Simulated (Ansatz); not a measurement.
Born–Oppenheimer molecular dynamics of Cl$_{2}$GaH (4 atoms, charge 0, multiplicity 1). It goes on from the last frame of an earlier run, with new velocities.

Computed with Ansatz, RKS PBE0/def2-SVP.

```json
{"ensemble": "NVE (velocity Verlet)", "time step": "2.5 fs", "steps asked": "40", "starting velocities drawn for": "1500 K", "seed": "214329"}
```

Frames 5 fs apart, positions in Å, forces in eV/Å.

Velocities at 0 fs (Å/ps):

```
Ga 0.49 0.67 4.77
Cl 1.83 -0.38 -8.21
H 18.85 -19.42 44.39
Cl -3.32 -0.38 -2.44
```

```xyz
4
Properties=species:S:1:pos:R:3:forces:R:3 time_fs=0 energy_less_start_eV=0.000 T=1500
Ga 0.013 0.000 0.010 -0.37 0.01 -0.76
Cl -0.052 0.000 2.113 -0.10 0.00 0.58
H 1.379 0.003 -0.717 -0.04 0.00 -0.10
Cl -1.897 0.000 -1.029 0.51 0.00 0.28
4
Properties=species:S:1:pos:R:3:forces:R:3 time_fs=5 energy_less_start_eV=0.157 T=900
Ga 0.015 0.003 0.032 -0.42 -0.16 -2.05
Cl -0.043 -0.002 2.075 -0.30 0.05 2.00
H 1.467 -0.092 -0.518 -0.22 0.07 -0.38
Cl -1.911 -0.002 -1.040 0.94 0.04 0.44
4
Properties=species:S:1:pos:R:3:forces:R:3 time_fs=10 energy_less_start_eV=0.342 T=198
Ga 0.015 0.006 0.047 -0.37 -0.31 -3.11
Cl -0.036 -0.003 2.051 -0.44 0.10 3.12
H 1.502 -0.171 -0.409 -0.35 0.14 -0.54
Cl -1.919 -0.003 -1.048 1.16 0.07 0.53
4
Properties=species:S:1:pos:R:3:forces:R:3 time_fs=15 energy_less_start_eV=0.360 T=128
Ga 0.014 0.007 0.051 -0.71 -0.36 -3.29
Cl -0.033 -0.004 2.047 -0.43 0.13 3.34
H 1.464 -0.219 -0.428 -0.03 0.13 -0.61
Cl -1.920 -0.004 -1.053 1.16 0.10 0.56
4
Properties=species:S:1:pos:R:3:forces:R:3 time_fs=20 energy_less_start_eV=0.202 T=727
Ga 0.010 0.008 0.045 -0.53 -0.41 -2.74
Cl -0.032 -0.004 2.066 -0.27 0.13 2.49
H 1.410 -0.234 -0.588 -0.15 0.17 -0.28
Cl -1.912 -0.005 -1.054 0.96 0.11 0.53
4
Properties=species:S:1:pos:R:3:forces:R:3 time_fs=25 energy_less_start_eV=0.056 T=1284
Ga 0.005 0.007 0.028 -0.20 -0.40 -1.77
Cl -0.033 -0.003 2.101 -0.09 0.10 1.12
H 1.319 -0.209 -0.811 -0.27 0.19 0.22
Cl -1.898 -0.005 -1.051 0.56 0.10 0.43
4
Properties=species:S:1:pos:R:3:forces:R:3 time_fs=30 energy_less_start_eV=0.042 T=1340
Ga -0.001 0.004 0.006 -0.27 -0.24 -0.35
Cl -0.035 -0.001 2.144 0.04 0.06 -0.19
H 1.176 -0.139 -0.990 0.26 0.09 0.28
Cl -1.881 -0.004 -1.045 -0.03 0.08 0.26
4
Properties=species:S:1:pos:R:3:forces:R:3 time_fs=35 energy_less_start_eV=0.142 T=964
Ga -0.008 0.001 -0.017 0.05 -0.07 0.76
Cl -0.036 0.001 2.186 0.11 0.02 -1.14
H 1.091 -0.046 -1.100 0.50 0.03 0.35
Cl -1.863 -0.002 -1.038 -0.66 0.03 0.03
4
Properties=species:S:1:pos:R:3:forces:R:3 time_fs=40 energy_less_start_eV=0.230 T=625
Ga -0.015 -0.002 -0.038 0.78 0.10 1.34
Cl -0.037 0.003 2.221 0.11 -0.02 -1.71
H 1.116 0.054 -1.123 0.23 -0.04 0.60
Cl -1.850 0.000 -1.030 -1.13 -0.03 -0.22
4
Properties=species:S:1:pos:R:3:forces:R:3 time_fs=45 energy_less_start_eV=0.250 T=546
Ga -0.018 -0.005 -0.055 1.08 0.25 2.03
Cl -0.037 0.005 2.244 0.07 -0.06 -1.98
H 1.201 0.143 -1.012 0.17 -0.11 0.37
Cl -1.845 0.001 -1.024 -1.31 -0.08 -0.43
4
Properties=species:S:1:pos:R:3:forces:R:3 time_fs=50 energy_less_start_eV=0.242 T=573
Ga -0.019 -0.007 -0.064 1.18 0.35 2.43
Cl -0.037 0.006 2.253 -0.02 -0.10 -2.01
H 1.324 0.207 -0.812 0.00 -0.15 0.08
Cl -1.848 0.002 -1.021 -1.16 -0.10 -0.50
4
Properties=species:S:1:pos:R:3:forces:R:3 time_fs=55 energy_less_start_eV=0.256 T=523
Ga -0.015 -0.008 -0.065 1.24 0.43 2.45
Cl -0.036 0.007 2.249 -0.13 -0.12 -1.86
H 1.442 0.235 -0.593 -0.37 -0.21 -0.15
Cl -1.859 0.002 -1.021 -0.74 -0.11 -0.43
```

Of the whole run (100 fs, mean temperature of the second half 718 K): The conserved energy stayed within 1.6 meV per atom of its start (net change 0.35 meV per atom), so the integration is sound. Over the second half the temperature averaged 0.48 of the 1500 K drawn at the start: a run that starts near a minimum puts about half its kinetic energy into the potential. A step of 2.5 fs is long for free X–H stretches (periods near 10 fs) and can bias their spread and the temperature. A run of 0.1 ps of so small a system gives no equilibrium averages.

Run time: 96 s on 1 thread of AMD EPYC 7R43 64-Core Processor (Zen 3), with other jobs on the host, peak memory 0.17 GiB.
